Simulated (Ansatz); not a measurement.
# BHBr (SMILES [BH]Br): methods side by side

BHBr: 3 atoms, total charge 0, spin state doublet. SMILES: `[BH]Br`. The shape is that of a PBE0-D4/def2-TZVP optimisation.

```
atom    x (Å)    y (Å)    z (Å)
   B  -0.0945  -0.5230  -0.1157
  Br   1.1810   0.5632   0.7098
   H  -1.0974  -0.1050  -0.6073
```

Quantity: the energy change with the B1–H3 bond stretched from 1.193 to 1.491 Å, in eV. The values are calculated.

| level | kind | program | value (eV) | less FCI/STO-3G | CPU time (all runs) |
| --- | --- | --- | --- | --- | --- |
| U-revPBE/STO-3G | GGA | Ansatz | 0.84 | -0.04 | 3.2 s |
| UB3LYP/STO-3G | global hybrid | Ansatz | 0.94 | +0.06 | 3.1 s |
| UPBE0/STO-3G | global hybrid | Ansatz | 0.98 | +0.10 | 3.2 s |
| U-wB97X/STO-3G | range-separated hybrid | Ansatz | 0.99 | +0.11 | 18 s |
| UB2PLYP/STO-3G | double hybrid | Ansatz | 0.99 | +0.11 | 3.5 s |
| UMP2/STO-3G | perturbation theory | Ansatz | 1.03 | +0.15 | 0.37 s |
| UCCSD(T)/STO-3G | coupled cluster or CI | Ansatz | 0.88 | 0.00 | 0.95 s |
| UCCSDT/STO-3G | coupled cluster or CI | Ansatz | 0.88 | 0.00 | 4.5 s |
| FCI/STO-3G | exact in the basis | Ansatz | 0.88 | 0.00 | 2.3 s |

FCI/STO-3G is exact within its basis and frozen core, so for wave-function methods in that basis the difference is their error; functionals converge differently with the basis, so for them it is only a difference. All-electron rows without a relativistic Hamiltonian named are non-relativistic. The first shape isn't each level's own minimum. The values span 0.84 to 1.03 eV. All rows use very small basis sets, so none should be taken for the real molecule's value. In the correlated wave-function rows the outer d shell of Br is correlated, in sets not made for it. Times are those of the runs behind each value, whatever else they computed, on shared processors of several kinds: orders of magnitude only.
